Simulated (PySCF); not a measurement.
The isolated species cyclo-(H2SiCH2)3, C3H12Si3 is ionised with Mg Kα (hν = 1253.6 eV). Calculated photoelectron kinetic energies of its computed core levels, recoil neglected:

```csv
line,kinetic energy (eV)
1,1147.30
2,1146.68
3,963.96
```

Computed with delta-SCF UKS SCAN, pcX-2 on the ionised atom, pcseg-1 elsewhere, spin-free X2C in PySCF.

**Question.** Convert to binding energies and name the level and atom behind each line. Bonds: Si1–C4, Si1–C12, C4–Si5, Si5–C8, C8–Si9, Si9–C12. Hydrogens: H2, H3 on Si1; H13, H14 on C4; H6, H7 on Si5; H15, H16 on C8; H10, H11 on Si9; H17, H18 on C12.

**Answer.** Against the vacuum level, binding energy = hν − kinetic energy.

| line | binding energy (eV) | level | atoms | environment |
| --- | --- | --- | --- | --- |
| 1 | 106.30 | Si 2p3/2 | Si1/Si5/Si9 | silicon bonded to 2 C and 2 H |
| 2 | 106.92 | Si 2p1/2 | Si1/Si5/Si9 | silicon bonded to 2 C and 2 H |
| 3 | 289.64 | C 1s | C4/C8/C12 | carbon bonded to 2 Si and 2 H |

Out of reach at this photon energy: Si 1s (1846.1 eV).

**Question.** Where does line 3 move with hν = 1000.0 eV?

**Answer.** To 1000.0 − 289.64 = 710.36 eV; every photoline shifts by the change in photon energy, -253.6 eV.

**Question.** Which photon energy gives electrons from C 1s of C4/C8/C12 a kinetic energy of 150 eV, and what is their de Broglie wavelength?

**Answer.** hν = 289.64 + 150 = 439.64 eV, recoil neglected; λ = 12.264 Å/√(E/eV) = 1.00 Å.

Other core shells, valence and Auger electrons aren't listed. Topologically equivalent atoms share the value of their first member; where this conformer doesn't relate them by symmetry, their own values could differ. The 2p values aren't plain energy differences: one relaxed spin-free 2p hole is combined with a matrix within the shell (ground-state 2p orbital-energy differences and spin–orbit coupling). 2p3/2, the mean of its two sublevels, lies a third of the splitting below the shell's mean and 2p1/2 two thirds above it; the statistical areas are 2:1. 2p1/2 minus 2p3/2 (ligand field included): Si 0.62 eV. The structure is a single PBE0-D3(BJ)/def2-SVP conformer in the gas phase; no vibrational or solvent corrections.
